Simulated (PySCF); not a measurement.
(3Z)-3-methylpenta-1,3-diene (C₆H₁₀), SMILES C=C/C(=C\C)C.

Geometry: PBE-D3(BJ)/def2-SVP. The values are those of a single conformer.

The numbers are results of PBE-D3(BJ)/def2-SVP run with PySCF, not measurements.

Frequencies are harmonic and unscaled.

Computed harmonic wavenumbers and intensities:
| mode | ν (cm⁻¹) | IR (km/mol) | moving atoms (share of kinetic energy) |
|---|---|---|---|
| 1 | 114 | 0.9 | H 85 %, C 15 % |
| 2 | 150 | 0.3 | H 57 %, C 43 % |
| 3 | 203 | 1.2 | H 82 %, C 18 % |
| 4 | 237 | 0.1 | C 70 %, H 30 % |
| 5 | 255 | 1.1 | H 56 %, C 44 % |
| 6 | 317 | 0.8 | C 66 %, H 34 % |
| 7 | 393 | 4.1 | H 57 %, C 43 % |
| 8 | 465 | 1.2 | C 67 %, H 33 % |
| 9 | 555 | 3.4 | C 69 %, H 31 % |
| 10 | 696 | 3.6 | H 53 %, C 47 % |
| 11 | 750 | 5.9 | C 67 %, H 33 % |
| 12 | 816 | 4.2 | H 87 %, C 13 % |
| 13 | 878 | 39.0 | H 71 %, C 29 % |
| 14 | 915 | 4.9 | H 67 %, C 33 % |
| 15 | 986 | 8.9 | H 87 %, C 13 % |
| 16 | 992 | 6.1 | H 67 %, C 33 % |
| 17 | 1001 | 0.3 | H 62 %, C 38 % |
| 18 | 1017 | 1.2 | H 62 %, C 38 % |
| 19 | 1017 | 7.6 | H 62 %, C 38 % |
| 20 | 1101 | 9.6 | C 66 %, H 34 % |
| 21 | 1230 | 4.6 | H 53 %, C 47 % |
| 22 | 1268 | 1.1 | H 79 %, C 21 % |
| 23 | 1319 | 0.0 | H 73 %, C 27 % |
| 24 | 1339 | 4.7 | H 76 %, C 24 % |
| 25 | 1352 | 2.1 | H 66 %, C 34 % |
| 26 | 1389 | 3.9 | H 74 %, C 26 % |
| 27 | 1398 | 3.5 | H 96 % |
| 28 | 1399 | 11.4 | H 97 % |
| 29 | 1404 | 11.2 | H 91 %, C 9 % |
| 30 | 1424 | 6.8 | H 87 %, C 13 % |
| 31 | 1625 | 6.5 | C 88 %, H 12 % |
| 32 | 1666 | 13.1 | C 92 %, H 8 % |
| 33 | 2956 | 27.6 | H 97 % |
| 34 | 2961 | 23.0 | H 97 % |
| 35 | 3015 | 11.4 | H 91 %, C 9 % |
| 36 | 3031 | 12.1 | H 91 %, C 9 % |
| 37 | 3062 | 5.1 | H 92 %, C 8 % |
| 38 | 3074 | 9.0 | H 91 %, C 9 % |
| 39 | 3080 | 13.3 | H 93 % |
| 40 | 3084 | 13.2 | H 93 % |
| 41 | 3097 | 12.0 | H 92 %, C 8 % |
| 42 | 3178 | 9.1 | H 89 %, C 11 % |
